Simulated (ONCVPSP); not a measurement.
Before and after: ONCV potential for Rh (Z = 45)

Rh, optimised norm-conserving Vanderbilt (ONCV), made with ONCVPSP 4.0.1 (BLYP, scalar-relativistic). Core [Ar] 3d10, reference 4s2 4p6 4d8 5s1. Waves: 4s+5s: rc 1.50 bohr, ncon 4, nbas 8, qcut 9.9 1/bohr, 2 projectors; 4p: rc 1.05 bohr, ncon 3, nbas 7, qcut 7.3 1/bohr, 1 projector; 4d: rc 1.90 bohr, ncon 4, nbas 8, qcut 7.8 1/bohr, 2 projectors, debl 2.5 Ha. Local part: polynomial inside 0.75 bohr (lpopt 5, dvloc0 6 Ha). Core correction: Teter function, fcfact 3.25, rcfact 1.3.

Change: s: qcut 6.9; p: qcut 5.1; d: qcut 5.4.

Cutoffs: the cutoffs (Ha) at which the residual kinetic energy of the hardest occupied pseudo-wave falls to 1 and 0.1 mHa per electron; they do not see the model core or the augmentation charge, which bear on the density cutoff. Errors are all-electron minus pseudo energies relative to the spin-unpolarised reference configuration.

**Question.** Predict the effect on cutoff, ghosts and configuration errors.

**Answer.** The potential gets harder (90 Ha and 191 Ha → 135 Ha and 216 Ha); of the 4 tests that both files solve, the error grows in 2 and shrinks in 2 by more than 15 % and 0.3 meV (median size 2.0 → 4.6 meV); neither file shows a bound ghost.

| quantity | base | changed |
| --- | --- | --- |
| cutoff, loose | 90 Ha | 135 Ha |
| cutoff, tight | 191 Ha | 216 Ha |
| loose cutoff by channel | s 31 Ha, p 90 Ha, d 22 Ha | s 20 Ha, p 135 Ha, d 40 Ha |
| bound ghosts | none | none |
| GHOST(+) flags under 300 eV | s at 20.8 eV | s at 20.8 eV |
| error for 4s2 4p6 4d8 5s0, meV [ΔE 7.55 eV] | -1.1 | -0.4 |
| error for 4s2 4p6 4d7 5s0, meV [ΔE 26.99 eV] | -2.1 | -0.4 |
| error for 4s2 4p6 4d6 5s0, meV [ΔE 59.39 eV] | +11 | +52 |
| error for 4s2 4p6 4d7 5s1, meV [ΔE 11.00 eV] | +2.0 | +8.8 |
| s: phases at 1.52 bohr within 0.05 rad from the reference energy up to (Ha; the scan ends near 5) | 0.7 | 0.7 |
| p: phases at 1.07 bohr within 0.05 rad from the reference energy up to (Ha; the scan ends near 5) | 2.0 | 1.8 |
| d: phases at 1.93 bohr within 0.05 rad from the reference energy up to (Ha; the scan ends near 5) | to the end of the scan | to the end of the scan |
| rms error of d²Exc/dni dnj with the model core, mHa | 0.61 | 0.70 |
